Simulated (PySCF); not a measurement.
Species: C4H10O2S.
Bonds: C1–C2, C2–S3, S3–O4 (double), S3–O5 (double), S3–C6, C6–C7. Hydrogens: H8, H9, H10 on C1; H11, H12 on C2; H13, H14 on C6; H15, H16, H17 on C7.

The same species was optimised twice, with GFN2-xTB and with PBE0-D3(BJ)/def2-SVP (PySCF), and the same property calculations (PySCF, gas phase) were run on both structures.

```json
{"coordinate": "S3–C6 (Å)", "GFN2-xTB": "1.829", "PBE0-D3(BJ)/def2-SVP": "1.798", "change": "-0.031"}
{"coordinate": "C2–S3 (Å)", "GFN2-xTB": "1.829", "PBE0-D3(BJ)/def2-SVP": "1.798", "change": "-0.031"}
{"coordinate": "S3=O5 (Å)", "GFN2-xTB": "1.438", "PBE0-D3(BJ)/def2-SVP": "1.464", "change": "+0.026"}
{"coordinate": "S3=O4 (Å)", "GFN2-xTB": "1.438", "PBE0-D3(BJ)/def2-SVP": "1.464", "change": "+0.026"}
{"coordinate": "C1–C2 (Å)", "GFN2-xTB": "1.513", "PBE0-D3(BJ)/def2-SVP": "1.516", "change": "+0.003"}
{"coordinate": "C6–C7 (Å)", "GFN2-xTB": "1.513", "PBE0-D3(BJ)/def2-SVP": "1.516", "change": "+0.003"}
{"coordinate": "O4–S3–O5 (°)", "GFN2-xTB": "117.5", "PBE0-D3(BJ)/def2-SVP": "120.1", "change": "+2.6"}
{"coordinate": "S3–C6–C7 (°)", "GFN2-xTB": "107.5", "PBE0-D3(BJ)/def2-SVP": "109.0", "change": "+1.5"}
{"coordinate": "C1–C2–S3 (°)", "GFN2-xTB": "107.5", "PBE0-D3(BJ)/def2-SVP": "108.8", "change": "+1.3"}
{"coordinate": "C2–S3–O4 (°)", "GFN2-xTB": "108.5", "PBE0-D3(BJ)/def2-SVP": "107.6", "change": "-0.9"}
{"coordinate": "O5–S3–C6 (°)", "GFN2-xTB": "108.5", "PBE0-D3(BJ)/def2-SVP": "107.8", "change": "-0.7"}
{"coordinate": "O4–S3–C6 (°)", "GFN2-xTB": "108.4", "PBE0-D3(BJ)/def2-SVP": "107.8", "change": "-0.6"}
{"coordinate": "C2–S3–O5 (°)", "GFN2-xTB": "108.5", "PBE0-D3(BJ)/def2-SVP": "107.9", "change": "-0.6"}
{"coordinate": "C2–S3–C6 (°)", "GFN2-xTB": "104.8", "PBE0-D3(BJ)/def2-SVP": "104.6", "change": "-0.2"}
{"coordinate": "C1–C2–S3–O4 (°)", "GFN2-xTB": "-64", "PBE0-D3(BJ)/def2-SVP": "-65", "change": "-1"}
{"coordinate": "C2–S3–C6–C7 (°)", "GFN2-xTB": "180", "PBE0-D3(BJ)/def2-SVP": "180", "change": "0"}
```

Rotational constants: A = 4362, B = 1480, C = 1452 MHz (GFN2-xTB) against A = 4291, B = 1474, C = 1466 MHz (PBE0-D3(BJ)/def2-SVP). Point groups within 0.08 Å: C2v and C2v.

On the GFN2-xTB structure: HOMO (eV) -8.12 [PBE0/pcSseg-1]; LUMO (eV) 0.95 [PBE0/pcSseg-1]; dipole (D) 4.32 [PBE0/pcSseg-1]; GIAO shielding of C1/C7 (mean) (ppm) 181.7 [PBE0/pcSseg-1]; GIAO shielding of C2/C6 (mean) (ppm) 130.3 [PBE0/pcSseg-1]; GIAO shielding of S3 (ppm) 196.5 [PBE0/pcSseg-1]; GIAO shielding of O4/O5 (mean) (ppm) 150.7 [PBE0/pcSseg-1].

Question: What do these properties become on the PBE0-D3(BJ)/def2-SVP structure?

Answer: 
```
                                    property          level  on GFN2-xTB  on PBE0-D3(BJ)/def2-SVP  change
                                   HOMO (eV)  PBE0/pcSseg-1        -8.12                    -8.12    0.00
                                   LUMO (eV)  PBE0/pcSseg-1         0.95                     0.78   -0.17
                                  dipole (D)  PBE0/pcSseg-1         4.32                     4.41   +0.09
energy, GFN2-xTB geometry as zero (kcal/mol)  PBE0/pcSseg-1          0.0                     -2.6    -2.6
        GIAO shielding of C1/C7 (mean) (ppm)  PBE0/pcSseg-1        181.7                    179.5    -2.2
        GIAO shielding of C2/C6 (mean) (ppm)  PBE0/pcSseg-1        130.3                    131.1    +0.8
                  GIAO shielding of S3 (ppm)  PBE0/pcSseg-1        196.5                    185.5   -11.0
        GIAO shielding of O4/O5 (mean) (ppm)  PBE0/pcSseg-1        150.7                    142.7    -8.0
```

The heavy atoms differ by 0.030 Å rms after alignment. Among bonds between heavy atoms C2–S3 and S3–C6 change most and about equally (-0.031 Å). Changes are differences of the printed values. Neither structure is proved a minimum here.

Conformer computed: `[CH3:1][CH2:2][S:3](=[O:4])(=[O:5])[CH2:6][CH3:7]`: C1–C2–S3–O4 -65°, C2–S3–C6–C7 180°.
